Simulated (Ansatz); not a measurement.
The cluster ZnCu₃, relaxed as a doublet with UKS B3LYP-D4/def2-SVP in Ansatz, starting from the GFN1-xTB geometry. Force threshold 0.02 eV/Å.

The structure comes from a short search, and lower isomers may exist.

Start:

```xyz
4

Cu   -0.666   -0.307    0.210
Cu   -0.833    1.735   -0.772
Cu    1.295    0.766   -0.611
Zn    0.204   -2.194    1.173
```

Task: Estimate the energy that the relaxation releases and the steps that it takes.

Result: 9.5 kcal/mol, in 8 steps; 46 s on 4 threads of Intel Xeon on a shared host. No frequencies were taken in this run, so the end may be a saddle point.

Task: Does the start keep its bonding and symmetry?

Result: Bonds formed: Cu3–Zn4 (atoms count from 1). The end is the same structure that another start reached, the lowest one found.

Task: Predict the relaxed structure.

Result: 
Cartesian coordinates in Å:
```
Cu -1.1764 -0.2529 0.2717
Cu -0.6170 1.7394 -0.8310
Cu 1.1535 0.2916 -0.3109
Zn 0.6399 -1.7781 0.8702
```
Bond lengths (bridged metal pairs left out): 3 × Cu–Cu 2.34 to 2.46 Å; 2 × Cu–Zn 2.44 to 2.45 Å.
